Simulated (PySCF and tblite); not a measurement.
Results of a calculation; reference values are marked as such.
C₆H₅FSe, numbered as in [CH2:1]=[CH:2][c:3]1[cH:4][cH:5][se:6][c:7]1[F:8].

Search: ETKDG, GFN2-xTB, 60 starts; geometries at GFN2-xTB. Free energies are PBE0-D3(BJ)/pcSseg-1 single points with GFN2-xTB rigid-rotor and vibrational terms (modes under about 100 cm⁻¹ blended into free rotors). Symmetry numbers and mirror images are counted. Conformers within 2.5 kcal/mol (GFN2-xTB free energy) were kept, 4 at most. GIAO shieldings: PBE0/pcSseg-1. Shifts are against TMS (¹H), TMS (¹³C), CFCl3 (¹⁹F), Me2Se (⁷⁷Se) at the same level. Codes: tblite and PySCF.

Torsions listed: C1–C2–C3–C4.

| conformer | shape | symmetry | E(GFN2) kcal/mol | E(DFT) kcal/mol |
| --- | --- | --- | --- | --- |
| 1 | 0° | Cs | 0.00 | 0.00 |
| 2 | 180° | Cs | 0.34 | 1.04 |

Question: How much do the weights at 298.15 K and the averaged shift of Se6 depend on how the conformers are weighted?

Answer: 
```json
{"weighting": "DFT energy with thermal terms, symmetry and mirror images (full scheme)", "1 (%)": "87", "2 (%)": "13", "δ (ppm)": "498.6", "rms dipole (D)": "1.44"}
{"weighting": "DFT energy with symmetry and mirror images", "1 (%)": "85", "2 (%)": "15", "δ (ppm)": "499.0", "rms dipole (D)": "1.44"}
{"weighting": "bare DFT energy", "1 (%)": "85", "2 (%)": "15", "δ (ppm)": "499.0", "rms dipole (D)": "1.44"}
{"weighting": "GFN2-xTB energy with symmetry and mirror images", "1 (%)": "64", "2 (%)": "36", "δ (ppm)": "505.7", "rms dipole (D)": "1.44"}
{"weighting": "GFN2-xTB free energy", "1 (%)": "67", "2 (%)": "33", "δ (ppm)": "504.8", "rms dipole (D)": "1.44"}
{"weighting": "leading conformer alone", "1 (%)": "100", "2 (%)": "0", "δ (ppm)": "494.4", "rms dipole (D)": "1.44"}
{"weighting": "equal weights", "1 (%)": "50", "2 (%)": "50", "δ (ppm)": "510.1", "rms dipole (D)": "1.44"}
{"weighting": "full scheme, search stopped after three starts", "1 (%)": "0", "2 (%)": "100", "δ (ppm)": "525.8", "rms dipole (D)": "1.43"}
```

The largest departure from the full scheme, 27.2 ppm, comes with: full scheme, search stopped after three starts.

Spin–orbit effects of the heavy atoms on shieldings are missing.
